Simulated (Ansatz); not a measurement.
FH$_{4}$OPSi, SMILES `F[SiH2]OP`, relaxed with RKS PBE0-D4/def2-TZVP in the Gaussian-basis code of Ansatz from a PBE-D4/def2-SVP geometry. The force threshold is 0.005 eV/Å; the program also tests the step.

The species carries charge 0 and has multiplicity 1.

Start:

```xyz
8

F     1.650   -1.414    0.719
Si    0.460   -1.170   -0.376
O    -0.579    0.012    0.181
P    -0.314    1.687    0.090
H     1.119   -0.745   -1.654
H    -0.345   -2.422   -0.481
H    -1.704    2.080    0.010
H    -0.286    1.974    1.511
```

```tsv
step	energy (eV)	largest force (eV/Å)	largest move (Å)
1	-21989.3903	1.021	0.000
2	-21989.4566	0.615	0.035
3	-21989.4833	0.111	0.027
4	-21989.4844	0.056	0.008
5	-21989.4854	0.077	0.047
6	-21989.4861	0.052	0.012
7	-21989.4865	0.011	0.028
8	-21989.4866	0.003	0.005
9	-21989.4866	0.003	0.007
```

End:

```xyz
8

F     1.632   -1.418    0.678
Si    0.460   -1.150   -0.368
O    -0.509    0.039    0.186
P    -0.308    1.678    0.115
H     1.096   -0.756   -1.644
H    -0.360   -2.373   -0.456
H    -1.681    2.028   -0.023
H    -0.328    1.952    1.512
```

Hardware: 4 threads of a server CPU on a shared host. Wall time 18 s, peak host memory 0.35 GiB.
